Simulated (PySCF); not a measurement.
How methods differ on the fine-structure interval of Cd³⁺

Cd³⁺ [Kr] 4d9 [4d3/2^4 4d5/2^5, M_J = 5/2] → Cd³⁺ [Kr] 4d9 [4d3/2^3 4d5/2^6, M_J = 3/2], as a difference of total energies. All numbers are calculated (PySCF 2.14, the two-component X2C-1e Hamiltonian, in x2c-TZVPPall-2c (8s9p7d2f1g, 93 functions)). Correlated levels: [Ar] 3d10 frozen; the 6 highest virtual spinors dropped. "Screened" scales the spin-orbit matrix elements by Boettger's factors to mimic the two-electron term; Breit and QED terms are absent.

```
                    method  fine-structure interval (cm⁻¹)
 GHF (screened spin-orbit)                          5989.9
GMP2 (screened spin-orbit)                          6337.0
     GHF (bare spin-orbit)                          7642.5
```
